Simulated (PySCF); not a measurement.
I, charge +1, triplet (all electrons, no relativity). Base run: R2SCAN/STO-3G in PySCF.

The PySCF input:
```python
from pyscf import gto, scf, dft

mol = gto.M(
    atom='''
I     0.000000    0.000000    0.000000
''',
    basis='sto-3g',
    charge=1,
    spin=2,
    verbose=4,
)

mf = dft.UKS(mol)
mf.xc = 'r2scan'
mf.kernel()
mf.analyze()
```

The base run was repeated with changes; each row names its change, and settings that it needs were set with it.

```csv
change,ΔE vs base (mEh),grid points,electrons on the grid,outcome
base,0.000,21960,52.00000,converged
grids.level = 0,-,-,-,not converged
grids.prune = off,0.002,41232,52.00000,converged
small_rho_cutoff = 0,0.000,21960,52.00000,converged
grids.prune = dft.gen_grid.sg1_prune,-,-,-,input refused
"grids.atom_grid = (50, 194)",-7.993,6200,52.00000,converged
"grids.atom_grid = (30, 110)",46.979,2424,52.00530,converged
"grids.atom_grid = (99, 590)",-1.451,28736,52.00000,converged
grids.level = 5,-1.467,46824,52.00000,converged
"grids.atom_grid = (150, 974)",-1.581,71016,52.00000,converged
grids.radi_method = gauss_chebyshev,-5.734,20952,52.00000,converged
```

Open shells are given as the SCF converged; they aren't shown to be the lowest states, and a large step between rows can be another state.

- grids.prune = dft.gen_grid.sg1_prune: ended with `IndexError: index 53 is out of bounds for axis 0 with size 19`
